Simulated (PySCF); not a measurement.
C2H9ClSi3, SMILES [SiH2]1[Si@H](Cl)[Si@H](C)C1.

Coordinates come from a r2SCAN-D4/def2-SVP optimisation. The structure was generated by enumeration; whether it is a known compound was not checked.

Level of theory: PBE0/def2-TZVP in PySCF.

Gas-phase values at a fixed geometry.

- total energy = -1409.82298 hartree
- highest occupied level = -7.01 eV
- lowest empty level = -0.99 eV
- orbital gap = 6.02 eV
- dipole moment = 2.07 D
- quadrupole, principal values (traceless, Buckingham form, about the centre of nuclear charge) = -2.53, -1.13, 3.66 D·Å
